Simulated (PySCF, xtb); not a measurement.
Si(OSiH3)(H)(NHSiH3)2 (H₁₂N₂OSi₄), SMILES N([SiH](O[SiH3])N[SiH3])[SiH3].

GFN2-xTB (xtb) at its own geometry gives an orbital gap of 5.18 eV and a dipole moment of 0.61 D.

The structure is a stationary point at B3LYP-D3(BJ)/def2-SVP. Other conformers were not sampled.

Task: What does PBE/def2-SVP (PySCF) give? (Estimate from the structure and the level; the computed values follow.)

Result: gap 5.61 eV (levels -6.08 and -0.47 eV), dipole 1.54 D.
